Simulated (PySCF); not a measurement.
Spectrum to structure. Computed with TDDFT B3LYP/def2-SVPD, vertical, gas phase, core orbitals frozen in the response (PySCF). Geometries: PBE0-D3(BJ)/def2-SVP, one conformer each. Atoms past krypton carry core potentials; spin–orbit coupling is left out.

| state | E (eV) | f | main configurations (H = HOMO, L = LUMO) |
| --- | --- | --- | --- |
| S1 | 5.49 | 0.0020 | H→L (99%) |
| S2 | 5.66 | 0.0030 | H-1→L (99%) |
| S3 | 6.41 | 0.011 | H-2→L (99%) |
| S4 | 6.80 | 0.015 | H-3→L (95%) |
| S5 | 6.95 | 0.0030 | H→L+1 (73%), H→L+2 (24%) |
| S6 | 6.99 | 0.0088 | H→L+2 (74%), H→L+1 (25%) |
| S7 | 7.17 | 0.018 | H-1→L+2 (72%), H-1→L+1 (14%), H→L+3 (12%) |
| S8 | 7.19 | 0.018 | H→L+3 (52%), H-1→L+1 (45%) |
| S9 | 7.21 | 0.016 | H-1→L+1 (36%), H→L+3 (34%), H-1→L+2 (26%) |
| S10 | 7.37 | 0.016 | H-1→L+3 (97%) |

Triplets computed (Tamm–Dancoff): 5.44, 5.59, 6.36, 6.73 eV.

Orbital energies (eV): HOMO-3 -8.14, HOMO-2 -7.72, HOMO-1 -7.09, HOMO -6.89, LUMO -0.58, LUMO+1 0.93, LUMO+2 0.98.

**Question.** Which candidate is it?
A. `C1B(F)CCCC1`
B. `C[NH][SnH2][NH]C`
C. `[NH3+][BH2-]C1CCC1`

**Answer.** C. Its S1 lies at 5.49 eV; the nearest of the others has S1 at 5.91 eV. S1 is HOMO→LUMO (99%). Löwdin shares by element: HOMO carbon 46% or more, boron 22% (atoms not listed hold the other 32%); LUMO hydrogen 33% or more, boron 19%, nitrogen 16% (atoms not listed hold the other 32%). At the same level the other candidates give, for their lowest levels:
- `[H][Sn]([H])([NH]C)[NH]C`: 5.06 eV (f 0.020); 5.13 eV (f 0.023); 5.29 eV (f 0.017); 5.36 eV (f 0.024); 5.43 eV (f 0.020); T1 4.55 eV; HOMO -6.14, LUMO -0.06 eV
- `FB1CCCCC1`: 5.91 eV (f 0.001); 7.15 eV (f 0.011); 7.37 eV (f 0.003); 7.61 eV (f 0.003); 7.67 eV (f 0.017); T1 5.50 eV; HOMO -7.67, LUMO -0.43 eV

The values belong to the conformer `[NH3+:1][BH2-:2][CH:3]1[CH2:4][CH2:5][CH2:6]1`: N1–B2–C3–C4 -167°.
